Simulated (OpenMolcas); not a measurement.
# Computed transition rates of Kr4+

- Program: OpenMolcas 26.06
- Method: MS-CASPT2, IPEA 0.25 Eh, imaginary shift 0.1 Eh (closed shells correlated: 3d)
- Basis: ANO-RCC-VQZP [7s6p4d2f1g]
- Scalar Hamiltonian: DKH2, point nucleus
- Active space: 4 electrons in 8 orbitals (4s 4p 5s 5p)
- State averaging: 2S+1 = 3 even, 3 roots; 2S+1 = 1 even, 11 roots; 2S+1 = 5 odd, 1 root; 2S+1 = 3 odd, 9 roots; 2S+1 = 1 odd, 8 roots
- Spin-orbit coupling: RASSI with atomic mean-field integrals over the reference wave functions, term energies averaged over their components

Rates come from the transition moments of the reference wave functions (E1 and E2 in the length form). At fixed line strength A goes as λ^-3 for E1 and M1 and as λ^-5 for E2, so a rate at the computed wavelength can be rescaled to the measured one. Measured vacuum wavelengths follow from level energies in Saloman, J. Phys. Chem. Ref. Data 36, 215 (2007). Branching counts decays inside the model space alone, at computed energies, and the table is only a selection of the E2 and M1 lines, drawn from those between levels with measured partners whose computed energy lies within a factor of 1.5 of the measured one.

| Upper | Lower | Type | λ computed (nm) | λ measured (nm) | A computed (s-1) | A rescaled (s-1) | Branching % |
| --- | --- | --- | --- | --- | --- | --- | --- |
| 4s² 4p² ³P₁ | 4s² 4p² ³P₀ | M1 | 3081 | 2672 | 6.01e-01 | 9.21e-01 | 100.0 |
| 4s² 4p² ³P₂ | 4s² 4p² ³P₁ | M1 | 2817 | 2596 | 5.65e-01 | 7.22e-01 | 99.8 |
| 4s² 4p² ¹D₂ | 4s² 4p² ³P₂ | M1 | 809 | 824.6 | 4.84e+00 |  | 56.5 |
| 4s² 4p² ¹D₂ | 4s² 4p² ³P₁ | M1 | 628.5 | 625.8 | 3.69e+00 |  | 43.1 |
| 4s² 4p² ¹S₀ | 4s² 4p² ¹D₂ | E2 | 519.4 | 513.3 | 4.00e+00 | 4.24e+00 | 5.7 |
| 4s² 4p² ¹S₀ | 4s² 4p² ³P₂ | E2 | 316.3 | 316.4 | 1.61e+00 |  | 2.3 |
| 4s² 4p² ¹S₀ | 4s² 4p² ³P₁ | M1 | 284.4 | 282 | 6.45e+01 |  | 92.0 |

Spin-changing lines and M1 lines between different terms are not rescaled, since their strength hangs on the term gaps too.

The largest correction is for 4s² 4p² ³P₁ → 4s² 4p² ³P₀ (M1): 6.01e-01 × (3081 / 2672)^3 = 9.21e-01 s-1, a factor of 1.53.

No measured rate stands beside these. Rescaling mends the energy factor alone: line strengths can still be far off where a level mixes with configurations outside the active space, and weak or spin-changing lines hang on small mixing coefficients that depend on the term gaps too, so rescaling need not improve them.

CASPT2 does not keep the components of a term degenerate, so their means are used; among the terms shown or strongly mixed into the levels shown the widest spread is 56 cm-1 (4s² 4p² ¹D). Over all roots computed the reference weight is 0.86 to 0.98; the roots of lowest weight are the least certain, and an intruder state may touch them. Active for correlation alone: 5p 5s; no level in the range computed is led by a configuration that fills them, so any true level of that kind is missing. Computed and measured levels are paired by configuration, term and J; levels that our copy of the source lacks, or whose pairing is in doubt (as where it misses far off the trend of its configuration), stay unpaired. Only configurations of the active space appear.
